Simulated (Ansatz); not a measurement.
## Ligand exchange: C2H9ClSi2 + C3H8OSn → C2H10OSi2 + C3H7ClSn

Gas-phase species: C2H9ClSi2 `CC[SiH]([SiH3])Cl`, singlet; C3H8OSn `C[CH](C)[Sn][OH]`, singlet; C2H10OSi2 `CC[SiH](O)[SiH3]`, singlet; C3H7ClSn `C[CH](C)[Sn][Cl]`, singlet. The partners trade Cl for OH: Si–Cl and Sn–OH bonds give way to Si–OH and Sn–Cl.

Shapes, held fixed at every level: PBE0-D4/def2-TZVP. Flexible molecules stand in one conformer, not always the lowest. Programs: Ansatz 0.2.0. Electronic energies: no zero-point or thermal term.

```
               level                    kind  ΔE (kJ/mol)  less CCSD(T)/def2-TZVPP
   PBE-D4/def2-TZVPP                     GGA        -51.2                     +7.1
r2SCAN-D4/def2-TZVPP                meta-GGA        -57.0                     +1.3
 B3LYP-D4/def2-TZVPP           global hybrid        -61.9                     -3.6
  wB97M-V/def2-TZVPP  range-separated hybrid        -59.3                     -1.0
  wB97X-V/def2-TZVPP  range-separated hybrid        -58.3                      0.0
   B2PLYP/def2-TZVPP           double hybrid        -60.0                     -1.7
      MP2/def2-TZVPP     perturbation theory        -57.4                     +0.9
  CCSD(T)/def2-TZVPP   coupled cluster or CI        -58.3                      0.0
```

The highest level, CCSD(T)/def2-TZVPP, gives ΔE = -58.3 kJ/mol; the levels span -61.9 to -51.2. The column of differences is taken from that level and isn't an error. No measured value is set beside it here. For atoms past krypton def2 sets carry core potentials with scalar relativity. Outer-core shells of Sn are correlated, in sets that cover them unevenly.
